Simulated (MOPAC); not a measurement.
MOPAC input (AM1):

```
AM1 1SCF UHF MS=0.5 GEO-OK AUX(PRECISION=9) THREADS=1
C2HClF3

C    -0.73861400 1   -0.35040000 1   -0.44895600 1
C     0.71119900 1   -0.26135500 1   -0.14181100 1
F     1.21919100 1    0.96495100 1   -0.38547100 1
F     1.38520200 1   -1.14398600 1   -0.90253800 1
F     0.98651200 1   -0.53864200 1    1.15058500 1
Cl   -1.82614200 1    0.65834500 1    0.34993600 1
H    -1.10923600 1   -1.06224800 1   -1.16749800 1
```

From the output:

```
                                                       MOPAC v23.2.5 Linux

          FINAL HEAT OF FORMATION =       -140.03935 KCAL/MOL =    -585.92466 KJ/MOL

          COSMO AREA              =        115.76 SQUARE ANGSTROMS
          COSMO VOLUME            =        102.86 CUBIC ANGSTROMS

          IONIZATION POTENTIAL    =         10.673939 EV
          ALPHA SOMO LUMO (EV)    =        -10.674  0.166
          BETA  SOMO LUMO (EV)    =        -12.262 -0.685
          NO. OF ALPHA ELECTRONS  =         19
          NO. OF BETA  ELECTRONS  =         18
          MOLECULAR WEIGHT        =        117.4781         POINT GROUP:  Cs

          MOLECULAR DIMENSIONS (Angstroms)

            Atom       Atom       Distance
           Cl     6    F     4     3.88971
            H     7    F     3     3.09968
            F     3    F     5     2.01912

          SCF CALCULATIONS        =          1

   ATOM   CHEMICAL          X               Y               Z
  NUMBER   SYMBOL      (ANGSTROMS)     (ANGSTROMS)     (ANGSTROMS)

     1       C         -0.73861400  *  -0.35040000  *  -0.44895600  *
     2       C          0.71119900  *  -0.26135500  *  -0.14181100  *
     3       F          1.21919100  *   0.96495100  *  -0.38547100  *
     4       F          1.38520200  *  -1.14398600  *  -0.90253800  *
     5       F          0.98651200  *  -0.53864200  *   1.15058500  *
     6      Cl         -1.82614200  *   0.65834500  *   0.34993600  *
     7       H         -1.10923600  *  -1.06224800  *  -1.16749800  *

                             CARTESIAN COORDINATES

   1    C       -0.738614000    -0.350400000    -0.448956000
   2    C        0.711199000    -0.261355000    -0.141811000
   3    F        1.219191000     0.964951000    -0.385471000
   4    F        1.385202000    -1.143986000    -0.902538000
   5    F        0.986512000    -0.538642000     1.150585000
   6   Cl       -1.826142000     0.658345000     0.349936000
   7    H       -1.109236000    -1.062248000    -1.167498000

           Empirical Formula: C2 H F3 Cl  =     7 atoms

      MOLECULAR POINT GROUP   :   Cs

          ALPHA EIGENVALUES
 -52.88099 -49.57601 -49.40998 -38.84534 -31.77291 -24.77419 -20.21378 -20.03286
 -19.57397 -16.58554 -15.77915 -15.47292 -15.12019 -14.87133 -14.82590 -14.37060
 -14.28824 -12.33174 -10.67394   0.16600   1.58754   2.94506   3.04260   3.31069
   3.73306

           BETA EIGENVALUES
 -52.85106 -49.57212 -49.36061 -38.64757 -30.86037 -24.31993 -20.19138 -19.92242
 -19.38284 -16.41509 -15.72404 -15.41975 -15.10837 -14.85083 -14.81481 -14.10432
 -13.43733 -12.26205  -0.68512   0.93224   1.97563   3.05639   3.17475   3.43783
   3.99174

              NET ATOMIC CHARGES AND DIPOLE CONTRIBUTIONS

  ATOM NO.   TYPE          CHARGE      No. of ELECS.   s-Pop       p-Pop
    1          C          -0.279836        4.2798     1.30464     2.97520
    2          C           0.484613        3.5154     1.14704     2.36835
    3          F          -0.151271        7.1513     1.91943     5.23184
    4          F          -0.155035        7.1550     1.91808     5.23695
    5          F          -0.151799        7.1518     1.91964     5.23216
    6         Cl           0.064988        6.9350     1.98134     4.95367
    7          H           0.188339        0.8117     0.81166
 DIPOLE           X         Y         Z       TOTAL
 POINT-CHG.    -1.562    -0.349    -0.560     1.696
 HYBRID        -0.004    -0.033    -0.022     0.040
 SUM           -1.566    -0.382    -0.582     1.714

          ATOMIC ORBITAL ELECTRON POPULATIONS

     Atom    s        px        py        pz
    1  C   1.30464   0.91253   1.02378   1.03889
    2  C   1.14704   0.86839   0.74768   0.75227
    3  F   1.91943   1.86691   1.42817   1.93676
    4  F   1.91808   1.80124   1.68238   1.75333
    5  F   1.91964   1.93298   1.93030   1.36888
    6 Cl   1.98134   1.58878   1.62263   1.74227
    7  H   0.81166

                    (SZ)    =    0.500000
                    (S**2)  =    0.760146

          ATOMIC ORBITAL SPIN POPULATIONS

    Atom   Total    s     px     py     pz
         Atomic
    1  C  1.0504  0.062  0.059  0.441  0.489
    2  C -0.0558 -0.012 -0.033 -0.004 -0.006
    3  F  0.0100  0.000  0.001  0.009 -0.000
    4  F -0.0044 -0.000 -0.006  0.001  0.001
    5  F  0.0111  0.000  0.000 -0.000  0.011
    6 Cl  0.0425  0.001 -0.018  0.024  0.036
    7  H -0.0538 -0.054

 **********************
 *                    *
 * JOB ENDED NORMALLY *
 *                    *
 **********************

 == MOPAC DONE ==
```

The geometry given is a B3LYP-D3(BJ)/def2-TZVP minimum.
